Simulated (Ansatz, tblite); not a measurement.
Removing and adding an electron: N-butyl-N-methylpyrrolidinium cyclic bis(sulfonyl)imide (C₁₂H₂₀F₆N₂O₄S₂). Total charge 0; singlet. Geometry: PBE-D4/def2-SVP. Ansatz, gas phase; energy differences of separate SCF runs; the oxidised species was run as a doublet alone; the reduced species was run as a doublet alone.

```xyz
46

C    -1.0823   -4.0443    0.7081
C     0.0816   -3.0609    0.5899
C    -0.2209   -1.7195    1.2768
C     0.8234   -0.6756    0.9118
N     0.7821    0.6080    1.7429
C    -0.6228    1.1170    1.8983
C     1.6707    1.6764    1.0646
C     2.6296    2.1604    2.1459
C     2.8366    0.9076    3.0046
C     1.4167    0.3685    3.1143
H    -1.3591   -4.2347    1.7669
H    -0.8313   -5.0198    0.2462
H    -1.9728   -3.6401    0.1853
H     1.0117   -3.4945    1.0214
H     0.2817   -2.8660   -0.4840
H    -0.2785   -1.8731    2.3787
H    -1.2203   -1.3716    0.9426
H     0.7039   -0.3706   -0.1450
H     1.8546   -1.0667    1.0334
H    -1.1016    1.1701    0.8998
H    -0.5757    2.1189    2.3619
H    -1.1835    0.4255    2.5514
H     2.1941    1.1772    0.2290
H     1.0155    2.4443    0.6118
H     2.1750    2.9727    2.7512
H     3.5640    2.5586    1.7063
H     3.4987    0.1805    2.4891
H     3.2748    1.1100    4.0009
H     0.8330    0.9527    3.8514
H     1.3259   -0.7032    3.3684
O    -0.4732    3.0211   -0.9976
S    -0.3550    1.7727   -1.7933
O     1.0028    1.2268   -2.0536
N    -1.4458    0.7196   -1.1755
S    -1.6329   -0.7396   -1.9178
O    -2.7241   -1.4478   -1.2164
O    -0.3712   -1.4550   -2.2332
C    -2.3174   -0.1953   -3.6027
F    -2.4261   -1.2801   -4.3974
F    -3.5401    0.3415   -3.4097
C    -1.4054    0.8514   -4.3151
F    -0.2352    0.2606   -4.6413
F    -2.0353    1.2329   -5.4621
C    -1.0981    2.1451   -3.4989
F    -0.2275    2.9015   -4.1987
F    -2.2404    2.8364   -3.3108
```

The xTB rows come from tblite. Single mean-field runs in def2-TZVP are fitted with def2-universal-jkfit. HOMO above LUMO, or a gap near zero within one spin, warns that the state may not be the lowest or that an electron is smeared out.

| level | −HOMO (eV) | vertical IE (eV) | −LUMO (eV) | vertical EA (eV) | HOMO–LUMO gap (eV) | IE − EA (eV) | remarks |
| --- | --- | --- | --- | --- | --- | --- | --- |
| GFN1-xTB | 12.10 | 14.62 | 7.29 | 4.75 | 4.81 | 9.86 | – |
| GFN2-xTB | 11.33 | 13.61 | 5.68 | 3.20 | 5.65 | 10.41 | – |
| PBE-D4/def2-TZVP | 6.23 | 8.80 | 0.97 | -0.52 | 5.26 | 9.32 | HOMO above zero (-1 doublet), gap within one spin near zero (+1 doublet), gap within one spin near zero (-1 doublet) |
| PBE0-D4/def2-TZVP | 7.81 | 9.42 | 0.16 | -0.92 | 7.65 | 10.34 | HOMO above zero (-1 doublet) |
| BHLYP-D4/def2-TZVP | 9.34 | 9.72 | -0.47 | -1.23 | 9.82 | 10.95 | HOMO above zero (-1 doublet) |

Relaxing the reduced species (PBE-D4/def2-SVP) changes its energy by -0.77 eV at PBE-D4/def2-TZVP, so the adiabatic electron affinity to this nearest minimum is 0.25 eV. On the way the bond S32–C44 breaks. At PBE0-D4/def2-TZVP it is -0.04 eV.     A HOMO above zero means that the electron is unbound at that level or that self-interaction error raises the level; the energy of removing that electron tells which. Raw xTB energy differences between charge states are shifted by several eV; the methods need an empirical correction for them. Sets without diffuse functions give affinities that are too small. A negative affinity means that the extra electron isn't bound; its size then hangs on the basis.
